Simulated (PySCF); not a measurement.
## Assigning NMR signals

Bonds (- single, = double, # triple, : aromatic): Si1-O2, O2-Si3, Si3-C4, C4=C5, C5-Si6, Si6-N7, N7-Si3. Si1 carries H8, H9, H10; Si3 carries H11; C4 carries H12; C5 carries H13; Si6 carries H14, H15; N7 carries H16. Stereochemistry as in [SiH3]O[Si@@H]1C=C[SiH2]N1. H14 is cis to O2 on the ring; H15 is trans to O2 on the ring.

All values are calculated (PySCF): PBE0/pcSseg-1 with gauge-including orbitals, geometry: GFN2-xTB. Rapidly exchanging positions averaged, single conformer, non-relativistic, gas phase.

References, each an isolated molecule treated in the same way: 13C (σ = 186.93 ppm), 1H (σ = 31.72 ppm) vs TMS.

(1) Assign these signals to the numbered atoms. 13C{1H} NMR (computed): δ 157.9, 156.5.

(2) Assign these signals to the numbered atoms. 1H NMR (500 MHz, computed): δ 7.46 (m, 1H), 7.38 (m, 1H), 5.35 (m, 1H), 5.30 (m, 1H), 5.15 (m, 1H), 5.14 (s, 3H), 0.32 (br s, 1H).

Results:

(1) 
```tsv
δ (ppm)	atoms	environment	reason
157.9	C4	alkene CH	as expected for a trigonal carbon in a double bond
156.5	C5	alkene CH	–
```

C4 and C5 lie closer than the usual error of such a calculation, so a measured spectrum could show them in the other order.

(2) 
7.46 → H13, hydrogen on an alkene CH: a vinylic proton, deshielded by the sp2 carbon and the C=C anisotropy
7.38 → H12, hydrogen on an alkene CH
5.35 → H11, hydrogen on a silicon bonded to C, N, O, in a 5-membered ring
5.30 → H14, hydrogen on a silicon bonded to C, N, in a 5-membered ring
5.15 → H15, hydrogen on a silicon bonded to C, N, in a 5-membered ring
5.14 → H8/H9/H10, hydrogen on a silicon bonded to O
0.32 → H16, hydrogen on a nitrogen bonded to 2 Si, in a 5-membered ring: labile proton, position sensitive to the medium

H13 and H12; H11 and H14; H15 and H8/H9/H10 lie closer than the usual error of such a calculation, so a measured spectrum could show them in the other order.

OH and NH positions are those of a molecule without intermolecular hydrogen bonds; in solution they move with solvent, concentration and temperature, and exchange usually removes their couplings. Shifts are as computed. Against solution values, carbons near 30 ppm lie about +3 ppm off and those near 130 ppm about +5 ppm. Of 1309 compounds with measured shifts, 239 miss one by over three times the rms of a fit or turn the order of signals round; such compounds aren't used in these exercises. Multiplicities follow the n + 1 count of equivalent neighbours, as no J values were calculated; m marks all less simple cases, F and P coupling included.
